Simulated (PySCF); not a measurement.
## Working out the ionisation energy of Tc

Tc [Kr] 4d5 5s2 (6S) → Tc⁺ [Kr] 4d5 5s1 (7S). Calculation: PySCF 2.14, in aug-cc-pwCVDZ-PP with ECP28MDF; scalar relativity through the core potential. Frozen: 4s2 4p6. Energies in hartree (1 hartree = 27.21139 eV):

| part | Tc (lower) | Tc⁺ (upper) |
| --- | --- | --- |
| UHF | -79.848508 | -79.645065 |
| CCSD correlation | -0.131998 | -0.086074 |
| (T) | -0.004304 | -0.001024 |

Question: What does Hartree-Fock give?

Answer: (-79.645065) − (-79.848508) = 0.203443 hartree = 5.536 eV.

Question: What do CCSD and CCSD(T) give?

Answer: The CCSD correlation energies differ by 0.045924 hartree = 1.250 eV and the triples by 0.003280 hartree = 0.089 eV, so CCSD gives 6.786 eV and CCSD(T) 6.875 eV.

Measured between the centres of the two terms (NIST): 7.119 eV, so CCSD(T) (valence) is off by -0.244 eV.

A double-zeta basis recovers only part of the correlation energy.

What remains against the reference includes basis incompleteness, the frozen core and higher excitations.
